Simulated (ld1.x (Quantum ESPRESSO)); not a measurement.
Transferability test, TM semilocal potential for selenium (Se)

Se (Z = 34), norm-conserving Troullier–Martins (semilocal form), made with ld1.x (Quantum ESPRESSO) 7.5 (PBE, scalar-relativistic). Core [Ar] 3d10, reference 4s2 4p3.5 (charge +0.5). Waves: 4s (bound): rc 1.20 bohr; 4p (bound): rc 1.45 bohr; 4d channel at 0.25 Ry: rc 1.20 bohr. Local part: the d channel. Core correction: Bessel-smoothed model core inside 1.15 bohr.

Energies are relative to the spin-unpolarised reference configuration 4s2 4p3.5; without spin polarisation the order of configurations can differ from experiment.

Task: Give the all-electron excitation energy and the error of the potential for: 4s2 4p4; 4s2 4p3; 4s2 4p2; 4s2 4p1; 4s1 4p5; 4s2 4p0; 4s2 4p4.3.

Result:

```json
{"valence configuration": "4s2 4p4", "charge": "0", "ΔE all-electron (eV)": "-4.310", "error AE − PS (meV)": "+0.9"}
{"valence configuration": "4s2 4p3", "charge": "+1", "ΔE all-electron (eV)": "6.535", "error AE − PS (meV)": "-0.8"}
{"valence configuration": "4s2 4p2", "charge": "+2", "ΔE all-electron (eV)": "26.884", "error AE − PS (meV)": "-5.8"}
{"valence configuration": "4s2 4p1", "charge": "+3", "ΔE all-electron (eV)": "57.752", "error AE − PS (meV)": "-29"}
{"valence configuration": "4s1 4p5", "charge": "0", "ΔE all-electron (eV)": "6.572", "error AE − PS (meV)": "-7.3"}
{"valence configuration": "4s2 4p0", "charge": "+4", "ΔE all-electron (eV)": "99.936", "error AE − PS (meV)": "-106"}
{"valence configuration": "4s2 4p4.3", "charge": "-0.3", "ΔE all-electron (eV)": "-5.902", "error AE − PS (meV)": "+1.4"}
```
